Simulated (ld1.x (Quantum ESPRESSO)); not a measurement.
What one change does to a pseudopotential (As (Z = 33), TM)

```
Element                 : As
Generator               : ld1.x (Quantum ESPRESSO) 7.5
Type                    : norm-conserving Troullier–Martins (Kleinman–Bylander form)
Functional              : PW91
Relativity              : scalar-relativistic
Frozen core             : [Ar] 3d10
Valence charge          : 5
Reference configuration : 4s2 4p2 (charge +1)
Partial waves           : 4s (bound): rc 1.20 bohr; 4p (bound): rc 1.30 bohr
Local potential         : all-electron potential smoothed inside 1.10 bohr (lloc = -1)
Core correction         : Bessel-smoothed model core inside 0.60 bohr
```

All-electron outer shells of the reference configuration (PW91, scalar-relativistic, ld1.x):

```json
{"shell": "4s", "level (eV)": "-23.45", "outermost node (bohr)": "0.73", "outermost maximum (bohr)": "1.59"}
{"shell": "4p", "level (eV)": "-13.41", "outermost node (bohr)": "0.78", "outermost maximum (bohr)": "1.90"}
```

Change: wave 4p (bound): rc 1.30 bohr becomes 4p (bound): rc 1.48 bohr.

Cutoffs: the cutoffs (Ry, on a coarse ladder) from which the occupation-weighted sum of valence levels, in a spherical-Bessel basis at the reference potential, stays within 10 and 1 mRy of its value at 400 Ry; they do not see the model core or the augmentation charge, which bear on the density cutoff. Errors are all-electron minus pseudo energies relative to the spin-unpolarised reference configuration.

Problem. What does the change do?

Solution. The potential gets neither clearly harder nor softer (80 Ry and 180 Ry → 80 Ry and 160 Ry); both files keep a bound ghost (d, s); of the 7 tests that both files solve, the error grows in 2 and shrinks in 1 by more than 15 % and 0.3 meV (median size 6.8 → 12.8 meV).

```tsv
quantity	base	changed
cutoff, loose	80 Ry	80 Ry
cutoff, tight	180 Ry	160 Ry
loose cutoff by channel (10 mRy a level)	s 50 Ry, p 60 Ry	s 50 Ry, p 8 Ry
bound ghosts	s, d	s, d
error for 4s2 4p3, meV [ΔE -9.21 eV]	+1.2	+0.3
error for 4s2 4p1, meV [ΔE 18.00 eV]	-14	-14
error for 4s2 4p0, meV [ΔE 45.81 eV]	-114	-101
error for 4s1 4p3, meV [ΔE 10.13 eV]	-6.8	-13
error for 4s2 4p2.5, meV [ΔE -5.63 eV]	+0.4	+0.2
error for 4s1 4p0, meV [ΔE 96.58 eV]	-426	-394
error for 4s1 4p4, meV [ΔE 0.24 eV]	-2.2	-7.6
```

 A true bound ghost makes a file unfit for plane-wave use even where its test errors are small: the radial tests pick states by their node count and pass the ghost by.
